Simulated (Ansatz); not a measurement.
`C[CH2][GeH]([OH])[OH]` and `[OH][GeH2][OH]` differ in one atom or group.

Ansatz, PBE0-D4/def2-TZVP geometries, multiplicity 1. Each molecule was computed in one conformer, which needn't be the lowest.

Scalar relativity is left out up to krypton.

```tsv
property	`C[CH2][GeH]([OH])[OH]`
size of the dipole moment (B3LYP/def2-TZVPP) / D	1.76
HOMO energy (PBE/def2-TZVPP) / eV	-6.65
LUMO energy (PBE/def2-TZVPP) / eV	-0.29
HOMO energy (PBE0/def2-TZVPP) / eV	-8.16
HOMO energy (ωB97M-V/def2-TZVPP) / eV	-10.45
size of the dipole moment (ωB97M-V/def2-TZVPP) / D	1.79
```

Q: What does the change do to each property? (An estimate is asked.)

A: Computed: 
```json
{"property": "size of the dipole moment (B3LYP/def2-TZVPP) / D", "`[OH][GeH2][OH]`": "2.50", "shift": "0.74"}
{"property": "HOMO energy (PBE/def2-TZVPP) / eV", "`[OH][GeH2][OH]`": "-7.05", "shift": "-0.40"}
{"property": "LUMO energy (PBE/def2-TZVPP) / eV", "`[OH][GeH2][OH]`": "-0.61", "shift": "-0.32"}
{"property": "HOMO energy (PBE0/def2-TZVPP) / eV", "`[OH][GeH2][OH]`": "-8.74", "shift": "-0.58"}
{"property": "HOMO energy (ωB97M-V/def2-TZVPP) / eV", "`[OH][GeH2][OH]`": "-11.12", "shift": "-0.67"}
{"property": "size of the dipole moment (ωB97M-V/def2-TZVPP) / D", "`[OH][GeH2][OH]`": "2.53", "shift": "0.74"}
```

With PBE0 the HOMO falls by 0.58 eV and the LUMO falls by 0.33 eV, so the gap widens by about 0.25 eV. PBE moves the HOMO by -0.40 eV and ωB97M-V by -0.67 eV. Dipoles are sizes alone; their direction can turn.

B3LYP here is the variant with VWN-RPA as its local correlation; programs differ in this.
